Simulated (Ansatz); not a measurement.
CH₇N₃Si (`N=C(N)[SiH2]N`) from Hartree–Fock to CCSD(T)

```
atom    x (Å)    y (Å)    z (Å)
  N1   1.5880  -0.9450   0.1675
  C2   0.9270   0.0290  -0.3304
  N3   1.4811   0.8041  -1.3051
 Si4  -0.8423   0.4333   0.2299
  N5  -1.4805  -0.9764   0.9636
  H6   1.0203  -1.4333   0.8562
  H7   1.0423   1.6563  -1.5979
  H8   2.4628   0.6874  -1.4997
  H9  -1.5958   0.9484  -0.9532
 H10  -0.8364   1.4955   1.2695
 H11  -1.6979  -1.7976   0.4233
 H12  -2.0685  -0.9016   1.7762
```

Charge 0, multiplicity 1. Geometry: relaxed with PBE0-D4/def2-TZVP. It is one conformer, not always the lowest. Frozen core, restricted reference, Ansatz. CBS rows extrapolate triple and quadruple zeta; past MP2 they add the triple-zeta difference.

```csv
basis,HF (Eh),MP2 corr.,CCSD corr.,(T),CCSD(T) total
def2-TZVPP,-494.34364,-0.91347,-0.94972,-0.04048,-495.33384
def2-QZVPP,-494.36293,-0.97856,–,–,–
CBS(def2),-494.36558,-1.02677,-1.06302,as TZ,-495.46908
```
